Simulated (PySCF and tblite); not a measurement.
Results of a calculation; reference values are marked as such.
C8H12F2, numbered as in [F:1][CH2:2][C@@H:3]1[C@@H:4]2[CH2:5][CH2:6][C@H:7]1[C@H:8]([F:9])[CH2:10]2.

Level: PBE0-D3(BJ)/pcSseg-1//GFN2-xTB, thermal terms from GFN2-xTB, symmetry numbers and mirror pairs counted. Conformers within 2.5 kcal/mol (GFN2-xTB free energy) were kept, 3 at most. Codes: tblite and PySCF.

Rotational constants are equilibrium values for the commonest isotopes; dipoles come from the energy level named.

Torsions listed: F1–C2–C3–C4. The 5-ring runs over atoms 3–4–5–6–7. The 5-ring runs over atoms 3–4–10–8–7.

```tsv
conformer	shape	symmetry	weight %
1	5-ring envelope (ring torsions -34, 0, 34, -54, 54°); 5-ring envelope (ring torsions 37, -1, -36, 57, -57°); -74°	C1	43.2
2	5-ring envelope (ring torsions -35, 1, 33, -53, 54°); 5-ring envelope (ring torsions 36, 0, -37, 58, -57°); 56°	C1	28.4
3	5-ring envelope (ring torsions -36, 2, 33, -53, 54°); 5-ring envelope (ring torsions 36, 0, -36, 57, -57°); -175°	C1	28.4
```

Sets of constants, in random order:

```tsv
set	A (MHz)	B (MHz)	C (MHz)	abs μa (D)	abs μb (D)	abs μc (D)
P	2310	1069	968	0.14	0.45	0.64
Q	1834	1149	921	0.58	3.15	0.28
R	1984	1054	917	0.54	2.37	0.78
```

Question: Match each set to its conformer.

Answer: P is conformer 2, Q is conformer 3, R is conformer 1.


Conformer gaps in pcSseg-1 on xTB geometries can be 2 kcal/mol off for S=O, P=O and other polar bonds.